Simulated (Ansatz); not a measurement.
The cluster Li₆H₇, relaxed as a doublet with UKS PBE0-D4/def2-TZVP in Ansatz, starting from the GFN2-xTB geometry. Force threshold 0.02 eV/Å.

In the doublet, H8 and H11 lie 0.75 Å apart (atoms count from 1), so H2 has formed as a molecule. The structure comes from a short search, and lower isomers may exist.

Start:

```xyz
13

Li    1.4173   -1.6118   -1.9910
Li    0.5971    0.9910   -1.4183
Li   -1.2777    1.9469    0.3568
Li    1.2933   -0.0739    0.7727
Li   -1.4252   -0.5793   -0.3414
Li   -0.9209    0.1456    2.2450
H     1.9662    0.0787   -0.7528
H     2.1264   -2.4189   -2.9707
H     0.1875   -1.2135    0.8407
H     0.2112    2.0237    0.5558
H    -0.7945    0.1760   -1.7154
H    -1.1686    0.0364    3.6964
H    -2.2122    0.4991    0.7221
```

```
         step  energy (eV)  largest force component (eV/Å)  SCF passes
            1   -1335.4471                           1.805          36
            2   -1336.4960                           1.026          19
            3   -1336.8264                           0.246          19
            4   -1336.9342                           0.221          19
            5   -1337.0161                           0.131          19
            6   -1337.0603                           0.139          19
            7   -1337.1125                           0.139          19
            8   -1337.2068                           0.216          24
            9   -1337.3708                           0.341          25
           10   -1337.7014                           0.521          26
           11   -1338.0430                           0.601          17
           13   -1338.5556                           0.497          16
           15   -1338.8553                           0.238          17
           17   -1339.0233                           0.372          16
           19   -1339.2367                           0.451          17
21 (rejected)   -1339.2266                           3.548          20
           23   -1339.4804                           0.212          17
           25   -1339.6039                           0.247          17
           27   -1339.7259                           0.104          17
           29   -1339.7931                           0.114          16
           31   -1339.8328                           0.154          16
33 (rejected)   -1339.8371                           0.741          15
           35   -1339.8559                           0.143          16
           37   -1339.8621                           0.180          17
39 (rejected)   -1339.8646                           0.182          17
           41   -1339.8662                           0.031          12
           43   -1339.8663                           0.006          11
```

Force components are those of the run's own axes.

End:

```xyz
13

Li    0.6003   -0.6557   -1.5518
Li    0.8571    1.9304   -1.0902
Li   -1.0258    1.4923    1.9526
Li    0.9130    0.2331    0.8399
Li   -1.5682    0.7216   -0.4264
Li   -1.2737   -0.9056    1.5220
H     1.7865    0.4354   -0.7591
H     1.4845   -2.4737   -1.8496
H    -0.4485   -0.8523   -0.1009
H    -0.1728    1.8497    0.3854
H     1.2158   -2.3432   -2.5407
H    -0.0206    0.0565    2.4101
H    -2.3473    0.5115    1.2087
```

Bonds lost: Li1–H8, Li2–Li3, Li2–H11, Li5–H11 (atoms count from 1). Bonds formed: Li1–H7, Li1–H9, Li2–H10, Li3–H12, Li4–H12, Li6–H9, Li6–H13 (atoms count from 1). Metal–metal contacts that move far: Li3–Li4 3.30 to 2.57 Å, Li1–Li5 3.44 to 2.80 Å, Li1–Li4 3.17 to 2.57 Å.

No frequencies were taken in this run, so the end may be a saddle point.

Hardware: 2 threads of Arm Neoverse V2 on a shared host. Wall time 99 s.
